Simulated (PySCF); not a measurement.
Computed shifts of a molecule C₃H₁₃NSi₂, KT2/pcSseg-1 in PySCF, GIAO, gas phase, atoms alike by connectivity averaged where their shifts nearly agree, in ppm (number of nuclei): ¹³C: 37.0 (1), 36.9 (1), 14.4 (1). ¹⁵N: 58.0 (1). ²⁹Si: -53.0 (1), -67.1 (1). ¹H: 4.31 (3), 4.13 (3), 2.16 (1), 2.07 (1), 1.37 (3), 1.19 (1), 1.08 (1). References: ¹³C against TMS (σ = 185.1 ppm); ¹⁵N against NH3 (σ = 266.2 ppm); ²⁹Si against TMS (σ = 361.9 ppm); ¹H against TMS (σ = 31.47 ppm), references at their B3LYP-D3(BJ)/def2-TZVP geometries, non-relativistic. Coordinates come from a PBE0-D3(BJ)/def2-SVP optimisation. One conformer was computed; it need not be the lowest.

Q: Which structure fits?
A) CCC[SiH2]N[SiH3]
B) CCC(N)([SiH3])[SiH3]
C) CCN[SiH2]C[SiH3]
D) CC[SiH2]N[SiH2]C

A: B, CCC(N)([SiH3])[SiH3]
